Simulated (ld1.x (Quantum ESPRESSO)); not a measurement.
**bromine TM: all-electron and pseudo phase curves**

ld1.x (Quantum ESPRESSO) 7.5 input, shortened:

```
&input
   title='Br', zed=35., rel=1, dft='PZ', iswitch=3,
   config='[Ar] 3d10 4s2 4p4 4f-2'
 /
 &inputp
   pseudotype=2, tm=.true., lloc=2,
   nlcc=.true., new_core_ps=.true.
 /
4
4S  1  0   2.00   0.00  1.45  1.45  0.0
4P  2  1   4.00   0.00  1.45  1.45  0.0
4F  4  3  -2.00   0.50  1.60  1.60  0.0
3D  3  2  10.00   0.00  0.50  0.50  0.0
 &test
   configts(1)='3d10 4s2 4p4'
 /
```

The phase is arctan(r·u′/u) with u = r·R(r), unwrapped; energies in Ry, scanned from -8 to 5 Ry. A pole is an energy at which the radial function vanishes at the test radius. The pseudo phase is shifted by a multiple of π to meet the all-electron one at the reference energy, and phase errors are pseudo minus all-electron; the curves can meet again beyond the range given. Levels narrower than the energy grid can be missing from the lists of poles.

```json
{"channel": "s", "radius (bohr)": "1.76", "reference energy (Ry)": "-2.25", "poles, all-electron": "1.04", "poles, pseudo": "-4.75, 1.14", "unbroken range about the reference energy with phases within 0.05 rad": "above -4.2", "phase error 1 Ry above the reference energy (rad)": "+0.003"}
{"channel": "p", "radius (bohr)": "1.76", "reference energy (Ry)": "-1.30", "poles, all-electron": "2.94", "poles, pseudo": "2.46", "unbroken range about the reference energy with phases within 0.05 rad": "below 3.4", "phase error 1 Ry above the reference energy (rad)": "-0.006"}
{"channel": "d", "radius (bohr)": "1.76", "reference energy (Ry)": "-5.75", "poles, all-electron": "-5.67", "poles, pseudo": "-5.67", "unbroken range about the reference energy with phases within 0.05 rad": "the whole range", "phase error 1 Ry above the reference energy (rad)": "+0.000"}
{"channel": "f", "radius (bohr)": "1.76", "reference energy (Ry)": "0.50", "poles, all-electron": "none", "poles, pseudo": "none", "unbroken range about the reference energy with phases within 0.05 rad": "below 2.8", "phase error 1 Ry above the reference energy (rad)": "+0.000"}
```

A Bessel basis up to 400 Ry misses an occupied level by 0.27 Ry, so cutoffs were not judged. Note: ghost states, extra bound levels that the all-electron valence spectrum of the same l lacks: s at -1553.9 eV, p at -650.2 eV, s at -57.5 eV (other channels not judged).

Phases in the p channel:

```tsv
E (Ry)	all-electron	pseudo
-8.00	1.329	1.326
-7.76	1.323	1.320
-7.52	1.317	1.314
-7.28	1.311	1.308
-7.04	1.304	1.301
-6.80	1.297	1.294
-6.56	1.289	1.286
-6.32	1.280	1.277
-6.08	1.271	1.267
-5.84	1.260	1.257
-5.60	1.249	1.245
-5.36	1.236	1.232
-5.12	1.222	1.218
-4.88	1.206	1.202
-4.64	1.188	1.184
-4.40	1.168	1.164
-4.16	1.145	1.140
-3.92	1.117	1.112
-3.68	1.085	1.080
-3.44	1.046	1.041
-3.20	0.998	0.993
-2.96	0.940	0.934
-2.72	0.866	0.860
-2.48	0.770	0.765
-2.24	0.644	0.640
-2.00	0.477	0.474
-1.76	0.260	0.258
-1.52	-0.004	-0.005
-1.28	-0.290	-0.290
-1.04	-0.555	-0.555
-0.80	-0.772	-0.774
-0.56	-0.939	-0.943
-0.32	-1.065	-1.071
-0.08	-1.162	-1.169
0.16	-1.236	-1.245
0.40	-1.296	-1.306
0.64	-1.344	-1.356
0.88	-1.384	-1.398
1.12	-1.418	-1.433
1.36	-1.446	-1.464
1.60	-1.472	-1.491
1.84	-1.494	-1.516
2.08	-1.514	-1.538
2.32	-1.531	-1.559
2.56	-1.548	-1.579
2.80	-1.563	-1.597
3.04	-1.577	-1.616
3.28	-1.590	-1.635
3.52	-1.603	-1.654
3.76	-1.615	-1.674
4.00	-1.626	-1.696
4.24	-1.637	-1.719
4.48	-1.649	-1.746
4.72	-1.660	-1.777
4.96	-1.671	-1.814
```
